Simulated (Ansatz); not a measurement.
Kohn–Sham single points on C₂H₆BCl, SMILES `BCCCl`.

```yaml
crystal:
  periodic: [false, false, false]
  atoms:
    - {symbol: B, position_ang: [-1.203200, 0.752399, -0.289164]}
    - {symbol: C, position_ang: [-0.306736, -0.506365, -0.115905]}
    - {symbol: C, position_ang: [1.098289, -0.277153, 0.390005]}
    - {symbol: Cl, position_ang: [2.050328, 0.651436, -0.808305]}
    - {symbol: H, position_ang: [-2.230631, 0.674554, -0.897787]}
    - {symbol: H, position_ang: [-0.919468, 1.787575, 0.241421]}
    - {symbol: H, position_ang: [-0.300219, -1.133527, -1.013538]}
    - {symbol: H, position_ang: [-0.857027, -1.110114, 0.631104]}
    - {symbol: H, position_ang: [1.104439, 0.312949, 1.306156]}
    - {symbol: H, position_ang: [1.647423, -1.202853, 0.558813]}
basis:
  gaussian: {orbitals: def2-TZVPP}
hamiltonian: {xc: {name: revPBE}, dispersion: d4}
output: {orbitals: {seedname: orbitals}}
```

```sh
$ ansatz run in.yaml --threads 2 --pin off --events-out ev --progress --plain --max-ram 4352MiB
```

Shortened log:

```
Functional definition: revPBE
1177 factors; their error is unknown
mean field evaluation 1: about -15357.7536 eV, gradient 6.6e1 eV
mean field evaluation 2: about -15336.3164 eV, gradient 1.1e2 eV
mean field evaluation 4: about -15368.3980 eV, gradient 7.0e0 eV
mean field evaluation 8: about -15368.4716 eV, gradient 5.7e-1 eV
mean field evaluation 16: about -15368.4721 eV, gradient 5.1e-5 eV
mean field -15368.47206106 eV, -564.7809311195 hartree, gradient 5.1e-5 eV, S^2 0.000000; 0 other end points of the search recorded, 0 dependent functions left out
reference -15368.47211548 eV, -564.7809331195 hartree; 20, 20 occupied and 199, 199 virtual orbitals, 1177 factors
Total energy: -15369.07256106 eV, -564.8029990874 hartree
```

Run time 1.9 s (2 threads of an Arm Neoverse V2 on a shared host); peak host memory 0.24 GiB.

The same input with `hamiltonian: {xc: {name: CAM-B3LYP}, dispersion: d4}` (abridged; 3 s):

```
Functional definition: CAM-B3LYP
mean field -15370.30479300 eV, -564.8482827758 hartree, gradient 5.6e-5 eV, S^2 0.000000
Total energy: -15370.45568754 eV, -564.8538280482 hartree
```

Changing it to `hamiltonian: {xc: {name: BLYP}, dispersion: d4}` (abridged; 1.9 s):

```
Functional definition: BLYP
mean field evaluation 16: about -15369.8293 eV, gradient 5.0e-5 eV
mean field -15369.82926597 eV, -564.8308074799 hartree, gradient 5.0e-5 eV, S^2 0.000000
Total energy: -15370.23423451 eV, -564.8456897992 hartree
```

Changing it to `hamiltonian: {xc: pbe0, dispersion: d4}` (abridged; 2.8 s):

```
Functional definition: PBE0
mean field evaluation 16: about -15363.8434 eV, gradient 3.7e-5 eV
mean field -15363.84342559 eV, -564.6108319033 hartree, gradient 3.7e-5 eV, S^2 0.000000
Total energy: -15363.99380373 eV, -564.6163581979 hartree
```

With the line `hamiltonian: {xc: {name: B3LYP}, dispersion: d4}` and forces (abridged; 4.3 s):

```
Functional definition: B3LYP
mean field evaluation 16: about -15372.4601 eV, gradient 2.0e-4 eV
mean field -15372.46006746 eV, -564.9274876515 hartree, gradient 3.6e-5 eV, S^2 0.000000
Total energy: -15372.74990016 eV, -564.9381388068 hartree
Atom 0 force    -0.117633     0.137160    -0.019195 eV/Å
Atom 1 force    -0.188400    -0.103111    -0.042124 eV/Å
Atom 2 force     0.007071    -0.194406     0.361069 eV/Å
Atom 3 force     0.245412     0.216793    -0.276787 eV/Å
Atom 4 force     0.109791     0.016592     0.063194 eV/Å
Atom 5 force    -0.039947    -0.112733    -0.059602 eV/Å
Atom 6 force     0.004162     0.026919     0.045171 eV/Å
Atom 7 force     0.022277     0.006989    -0.025284 eV/Å
Atom 8 force     0.001132    -0.057872    -0.052169 eV/Å
Atom 9 force    -0.043866     0.063669     0.005727 eV/Å
Dipole moment:    -0.191502    -0.312311     0.267864 e Å
```

With the line `hamiltonian: {xc: {name: B97M-V}}` (abridged; 10 s):

```
Functional definition: B97M-V
mean field evaluation 16: about -15368.8038 eV, gradient 2.6e-4 eV
mean field -15368.80375959 eV, -564.7931208156 hartree, gradient 2.5e-5 eV, S^2 0.000000
Total energy: -15368.80382105 eV, -564.7931230743 hartree
```

B3LYP takes the VWN-RPA correlation (the form of Gaussian; ORCA's B3LYP/G).
